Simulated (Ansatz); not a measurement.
(1) Predict a relaxed structure of the cluster Ga₂Cl₃, charge 0, doublet, at r2SCAN-D4/def2-SVP (Ansatz).

Answers

(1) 
Cartesian coordinates in Å:
```
Ga 0.1374 -1.7469 0.1518
Ga 0.1906 0.7783 0.1690
Cl -1.2397 -2.7726 -1.1771
Cl 1.7388 1.8671 -0.8723
Cl -0.8271 1.8741 1.7286
```
Point group Cs (tolerance 0.1 Å). This is one stationary point.

The structure comes from a short search, and lower isomers may exist.
